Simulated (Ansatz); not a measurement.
Consider the substitution at a C–Br bond: `N#CCBr` + HCl → `N#CCCl` + HBr.

Calculated with Ansatz (gas phase, PBE0-D4/def2-TZVP geometries, no zero-point term in ΔE). CBS: MP2 limit from def2 TZ/QZ plus the TZ coupled-cluster correction, frozen cores. This one scheme is used for every species. Functionals use def2-TZVPP. B3LYP here is the variant with VWN-RPA as its local correlation; programs differ in this. HSE06 is defined as in plane-wave codes. For Br outer-core shells are correlated without core-valence functions, which leaves a few kJ/mol of doubt a bond. Scalar relativity is left out up to krypton.

```csv
level,ΔE (kJ/mol),difference from CCSD(T)/CBS
LDA (SPW92),8.0,-3.9
PBE-D4,10.8,-1.1
revPBE-D4,11.2,-0.7
BLYP-D4,11.7,-0.2
B2PLYP,11.2,-0.7
revPBE,10.2,-1.7
BLYP,10.0,-1.9
B3LYP,9.6,-2.3
HSE06,9.6,-2.3
BHLYP,8.8,-3.1
CAM-B3LYP,8.1,-3.8
RPA@PBE/def2-TZVPP,12.9,1.0
CCSD(T)/def2-SVP,3.9,-8.0
CCSD/def2-TZVPP,12.7,0.8
HF/def2-QZVPP,7.4,-4.5
SCS-MP2/def2-QZVPP,13.2,1.3
CCSD(T)/CBS,11.9,0
```

Largest T1 diagnostic among the species: 0.012.

In def2-TZVPP, CCSD(T) changes the Hartree–Fock value by +5.6 kJ/mol (the triples alone add +0.4 kJ/mol) and MP2 by +7.8 kJ/mol. At CCSD(T), def2-SVP lies −8.0 kJ/mol from the extrapolated value and def2-TZVPP +1.2 kJ/mol. Leaving LDA and LC-ωPBE aside and taking each functional with its dispersion term where it has one, the values, not all of them listed here, spread over 2.8 kJ/mol, from CAM-B3LYP-D4 to BLYP-D4.
